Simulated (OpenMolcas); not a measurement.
Computed levels of 5s2 5p in ions with 49 electrons, in cm-1 above 2P* 1/2.

```
Program             : OpenMolcas
Method              : SS-CASPT2, IPEA 0.25 Eh, imaginary shift 0.1 Eh
Basis               : ANO-RCC-VTZP
Scalar Hamiltonian  : DKH2, point nucleus
Spin-orbit coupling : RASSI with atomic mean-field integrals over the reference wave functions, term energies averaged over their components
```

Active space for each ion: 3 electrons in 4 orbitals (5s 5p); closed shells correlated by CASPT2: 4d.

| Level | Sb2+ | I4+ | Xe5+ |
| --- | --- | --- | --- |
| 2P* 3/2 | 5810 | 11060 | 13780 |

Task: Estimate 2P* 3/2 for Te3+ from its neighbours Sb2+ and I4+.

Result: 2P* 3/2 is fine structure, which grows about as the fourth power of a screened charge, so the fourth roots are averaged: ((5810^0.25 + 11060^0.25) / 2)^4 = 8121. The calculation gives 8220, so the estimate is off by -1.2 %; the measured value is 9223 (Moore, Atomic Energy Levels, vol. III, NSRDS-NBS 35 (1971 reprint of NBS Circular 467, 1958)).

Over all roots computed the reference weight is 0.86 to 0.94 in Sb2+, 0.86 to 0.95 in Te3+, 0.86 to 0.95 in I4+, 0.86 to 0.95 in Xe5+; the roots of lowest weight are the least certain, and an intruder state may touch them. Measured partners are found by configuration, term and J. A level has none where our copy of the source lacks it or the pairing is in doubt (some pairs that miss far off the trend of their configuration count as doubtful), and it then counts in no deviation. Only configurations of the active space appear.

* marks odd parity.
